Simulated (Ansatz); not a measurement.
Reaction (cleavage of the Al–Si bond): `CN[SiH2][AlH2]` + `[SiH3][SeH]` → `[AlH2][Se][SiH3]` + `CN[SiH3]`

Computed with Ansatz on PBE0-D4/def2-TZVP structures; ΔE is electronic, products minus reactants. CCSD(T)/CBS adds triple-zeta CCSD(T) − MP2 to the extrapolated MP2 energy (def2 sets, frozen cores). Functionals use def2-TZVPP. For Se outer-core shells are correlated without core-valence functions, which leaves a few kJ/mol of doubt a bond. Scalar relativity is left out up to krypton. One conformer a species, not always the lowest.

```tsv
level	ΔE (eV)
PBE-D4	-1.35
B2PLYP	-1.52
r2SCAN	-1.49
PBE0	-1.41
MP2/def2-TZVPP	-1.64
CCSD/def2-TZVPP	-1.50
CCSD(T)/def2-TZVPP	-1.50
MP2/def2-QZVPP	-1.65
```

Task: What does CCSD(T)/CBS give? (Estimate.)

Result: The calculation gave: -1.53 eV. The listed levels differ from it by 0.18, 0.01, 0.04, 0.12, -0.11, 0.03, 0.03, -0.12 eV.

Largest T1 diagnostic among the species: 0.011.

From PBE to PBE0 (25 % exact exchange), in def2-TZVPP and without D4, ΔE moves by −0.08 eV.
